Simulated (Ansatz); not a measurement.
CrN₄F₂H₁₂⁺, relaxed as a quartet with UKS PBE-D4/def2-SVP in Ansatz, starting from the PBE-D4/def2-SVP geometry of the neutral quintet. Force threshold 0.03 eV/Å.

In the quartet geometry the species has come apart into loosely held pieces. The name describes the quintet; other states may take another shape.

Start:

```xyz
19

Cr    0.022   -0.049   -0.062
F    -0.041    1.031   -1.610
F     0.097   -1.107    1.502
N    -2.087   -0.179   -0.169
H    -2.379   -0.208   -1.155
H    -2.538    0.655    0.232
H    -2.439   -1.029    0.361
N     2.127    0.088    0.046
H     2.414   -0.025    1.027
H     2.449    1.016   -0.356
H     2.596   -0.660   -0.483
N     2.279    2.509   -1.404
H     2.110    3.446   -1.014
H     1.341    2.110   -1.649
H     2.786    2.659   -2.286
N    -2.330   -2.402    1.558
H    -2.258   -3.388    1.273
H    -2.798   -2.408    2.474
H    -1.351   -2.060    1.713
```

| step | energy (eV) | largest force component (eV/Å) | SCF passes |
| --- | --- | --- | --- |
| 1 | -39978.0671 | 1.805 | 81 |
| 2 | -39978.4631 | 1.189 | 121 |
| 3 | -39978.6637 | 0.619 | 42 |
| 4 | -39978.7444 | 0.382 | 37 |
| 5 | -39978.7734 | 0.477 | 37 |
| 6 | -39978.8457 | 0.472 | 36 |
| 7 | -39978.9281 | 0.750 | 35 |
| 8 | -39979.0089 | 0.554 | 29 |
| 9 | -39979.0652 | 0.082 | 29 |
| 10 | -39979.0796 | 0.042 | 28 |
| 11 (rejected) | -39979.0790 | 0.481 | 28 |
| 12 | -39979.0838 | 0.091 | 25 |
| 13 | -39979.0897 | 0.108 | 26 |
| 14 | -39979.0926 | 0.392 | 26 |
| 15 | -39979.0992 | 0.144 | 25 |
| 16 | -39979.1042 | 0.009 | 26 |
| 17 | -39979.1098 | 0.199 | 26 |
| 18 | -39979.1138 | 0.182 | 26 |
| 19 | -39979.1183 | 0.205 | 26 |
| 20 | -39979.1210 | 0.157 | 23 |
| 21 | -39979.1242 | 0.086 | 23 |
| 22 | -39979.1263 | 0.128 | 25 |
| 23 | -39979.1278 | 0.102 | 23 |
| 24 | -39979.1288 | 0.093 | 23 |
| 25 | -39979.1296 | 0.059 | 23 |
| 26 | -39979.1303 | 0.049 | 23 |
| 27 | -39979.1308 | 0.020 | 22 |
| 28 | -39979.1310 | 0.025 | 24 |
| 29 | -39979.1311 | 0.019 | 24 |

Force components are those of the run's own axes.

End:

Cartesian coordinates in Å:
```
Cr 0.0771 -0.3783 -0.4750
F -0.4151 1.2523 -0.8067
F 0.3698 -1.0288 1.1069
N -1.8553 -1.1068 -0.6155
H -1.9983 -1.9305 -1.2205
H -2.4946 -0.3746 -0.9613
H -2.1794 -1.3863 0.3946
N 2.0883 -0.0358 -0.8277
H 2.6623 -0.4416 -0.0724
H 2.2472 1.0495 -0.8251
H 2.4725 -0.3978 -1.7145
N 2.2691 2.7321 -0.8000
H 2.6975 3.1686 0.0291
H 1.2740 3.0004 -0.7881
H 2.6881 3.2030 -1.6149
N -2.4652 -1.7724 2.0077
H -2.8054 -2.7237 2.2068
H -3.0916 -1.1357 2.5202
H -1.5410 -1.6936 2.4563
```

By distances, no bond broke or formed. The bond that changes most is Cr1–F3, from 1.89 to 1.74 Å (atoms count from 1). A close non-bonded pair moves further: F3–H19, from 1.75 to 2.43 Å.

The force fell under the threshold at step 16, but the optimiser went on and released 0.027 eV more. No frequencies were taken in this run, so the end may be a saddle point.

Hardware: 2 threads of AMD EPYC 7R13 on a shared host and a share (18 GiB) of an NVIDIA H100 80GB HBM3. Wall time 51 s, peak host memory 0.85 GiB.
